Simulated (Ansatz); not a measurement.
C3H9ClO3Zr can be A, `CC(C)[O][Zr]([OH])([OH])[Cl]`, or B, `CC[O][Zr]([OH])([Cl])[O]C`.

Gas-phase electronic energies from Ansatz, PBE0-D4/def2-TZVP geometries. CCSD(T)/CBS is the MP2 limit (def2-TZVPP, def2-QZVPP) plus CCSD(T) − MP2 in def2-TZVPP, frozen cores. DFT in def2-TZVPP. B3LYP here is the variant with VWN-RPA as its local correlation; programs differ in this. def2 core potentials past Kr. For Zr outer-core shells are correlated without core-valence functions, which leaves a few kJ/mol of doubt a bond. Each species was taken in one conformer, which may not be the lowest.

(1) Which is lower in electronic energy at CCSD(T)/CBS, and by how much? (Estimate.)

(2) Give E(B) − E(A) in kJ/mol with PBE0-D4, B3LYP-D4, B2PLYP, HF/def2-TZVPP, LDA (SPW92), PBE-D4, r2SCAN-D4. (Estimate.)

Largest T1 diagnostic: 0.015.

Results:

(1) Computed: A, by 64.5 kJ/mol.

(2) The calculation gave: PBE0-D4 58.2, B3LYP-D4 52.9, B2PLYP 53.8, HF/def2-TZVPP 47.1, LDA (SPW92) 61.8, PBE-D4 55.4, r2SCAN-D4 59.3. None reverses the order clearly.

The D4 term adds +5.3 kJ/mol with B3LYP and +2.9 kJ/mol with PBE0; it sums over pairs of atoms, weighted by their polarisabilities, and B3LYP, whose exchange is more repulsive, gets the larger term. From PBE to PBE0 (25 % exact exchange), in def2-TZVPP and without D4, E(B) − E(A) moves by +3.3 kJ/mol.
